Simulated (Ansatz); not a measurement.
Cd13H34S13, relaxed as a singlet with RKS PBE-D4/def2-SVP in Ansatz, starting from the GFN1-xTB geometry. Force threshold 0.03 eV/Å.

In the def2 sets Cd takes a core potential; there is no spin–orbit coupling. Single mean-field runs in def2-SVP are fitted with def2-universal-jkfit. In the singlet geometry the species has come apart into loosely held pieces. In the singlet, H36 and H53 lie 0.77 Å apart, H30 and H47 lie 0.77 Å apart (atoms count from 1), so H2 has formed as a molecule.

Start:

```xyz
60

Cd    1.065    4.810    4.232
S    -0.209    4.394    1.549
S     0.774    1.930    3.855
Cd    2.599    1.227    2.184
S     2.598   -1.648    2.740
Cd   -0.421    2.220   -0.376
S     0.231    3.743   -2.751
S     1.323    0.627    0.048
Cd    3.028    0.633   -1.868
Cd    2.539   -3.942    0.857
S     3.044   -2.289   -1.565
Cd    2.057    3.430   -5.117
S     1.594    0.762   -4.000
Cd   -1.445    0.728    4.335
S    -0.650   -2.147    4.649
Cd   -4.054    2.071    1.882
S    -2.819    2.474   -0.660
S    -1.993   -0.050    1.942
Cd   -0.546   -1.255    0.125
Cd   -0.638   -4.775    2.949
S     0.167   -3.545    0.529
Cd   -3.514    1.341   -3.159
S    -1.551   -0.658   -2.201
Cd   -0.527   -0.584   -4.541
Cd   -0.172   -5.433   -1.533
S     0.226   -3.405   -3.874
H     2.638    5.045    3.739
H    -0.338    5.196    5.021
H    -0.588    5.504    0.949
H    -1.406    4.157    2.054
H     1.413    1.512    4.935
H     4.188    1.553    2.376
H     2.844   -2.027    3.980
H     1.304   -1.837    2.855
H    -0.274    4.953   -2.618
H    -0.819    3.292   -3.414
H     4.632    0.932   -1.813
H     3.918   -4.784    1.119
H     3.494   -2.999   -2.580
H     1.786   -2.529   -1.854
H     3.489    3.853   -4.392
H     0.876    3.534   -6.265
H     2.432    0.088   -4.770
H    -2.374    0.907    5.661
H    -0.489   -2.580    5.883
H    -1.938   -2.394    4.641
H    -3.240    3.279    2.756
H    -5.409    1.202    1.537
H    -2.817    3.786   -0.845
H    -2.809   -1.064    2.183
H     0.805   -5.332    3.609
H    -2.290   -4.776    2.940
H    -2.498    2.277   -4.154
H    -4.951    0.579   -2.884
H    -2.340   -1.714   -2.308
H    -1.151   -0.816   -6.029
H     1.359   -6.112   -1.703
H    -1.793   -5.493   -1.857
H     0.666   -4.145   -4.870
H    -1.027   -3.708   -4.116
```

Question: Estimate the energy that the relaxation releases and the steps that it takes.

Answer: 4.97 eV, in 64 steps; 3.5 min on 11 threads of AMD EPYC 7R13 on a shared host and a whole NVIDIA H100 80GB HBM3. No frequencies were taken in this run, so the end may be a saddle point.

Question: Does the start keep its bonding and symmetry?

Answer: Bonds lost: S2–H30, S7–H36, Cd16–H47, Cd22–H53 (atoms count from 1). Bonds formed: Cd4–H27, S5–Cd19, S7–Cd24, Cd9–H41 (atoms count from 1). Metal–metal contacts that move far: Cd9–Cd12 4.40 to 3.15 Å, Cd1–Cd4 4.40 to 3.22 Å, Cd10–Cd25 3.91 to 3.20 Å. The end holds 4 separate pieces.

Question: Predict the relaxed structure.

Answer: 
```xyz
60

Cd    1.287    4.862    2.765
S    -0.752    4.876    1.014
S     0.508    2.375    3.939
Cd    2.653    2.007    2.199
S     2.503   -1.892    2.175
Cd   -0.457    2.851   -0.447
S    -0.178    2.928   -3.004
S     1.291    1.131    0.095
Cd    3.378    1.034   -1.504
Cd    1.614   -4.881    0.257
S     2.700   -2.603   -1.172
Cd    2.520    3.079   -3.748
S     2.036    0.101   -3.772
Cd   -1.367    0.845    4.758
S     0.204   -1.497    5.138
Cd   -4.022    0.825    1.844
S    -2.960    1.852   -0.319
S    -1.721   -0.221    2.271
Cd    0.238   -1.089    0.536
Cd   -1.622   -4.489    2.631
S    -0.484   -3.460    0.393
Cd   -3.552   -0.078   -2.186
S    -1.137   -0.665   -2.148
Cd   -0.384    0.618   -4.478
Cd   -0.481   -4.584   -2.143
S     1.680   -3.114   -4.745
H     2.562    3.813    1.818
H     1.411    6.154    3.865
H    -0.210    5.779    0.150
H    -2.951    3.536    2.794
H     1.138    2.599    5.125
H     3.750    0.801    2.771
H     3.094   -0.645    2.434
H     1.974   -1.983    3.433
H    -0.897    3.961   -3.524
H    -3.160    2.526   -3.711
H     4.851    0.258   -1.143
H     2.781   -5.929    0.875
H     4.040   -2.700   -1.401
H     2.364   -2.831   -2.493
H     3.155    2.894   -2.074
H     2.604    3.649   -5.337
H     2.783    0.164   -4.910
H    -2.699    0.907    5.811
H    -0.212   -1.973    6.345
H    -0.711   -2.316    4.421
H    -3.323    3.254    3.408
H    -5.592    0.851    2.446
H    -3.757    2.918   -0.611
H    -2.060   -1.469    2.756
H    -1.843   -6.145    2.345
H    -1.697   -3.006    3.587
H    -3.858    2.375   -4.000
H    -5.170   -0.270   -2.599
H    -1.313   -1.959   -2.592
H    -1.406    0.507   -5.828
H     0.789   -5.690   -1.669
H    -1.615   -3.761   -3.109
H     1.295   -4.389   -5.055
H     0.388   -2.693   -4.676
```
Bond lengths (bridged metal pairs left out): 29 × Cd–S 2.48 to 2.91 Å; 17 × Cd–H 1.68 to 1.96 Å; 15 × H–S 1.36 to 1.42 Å.
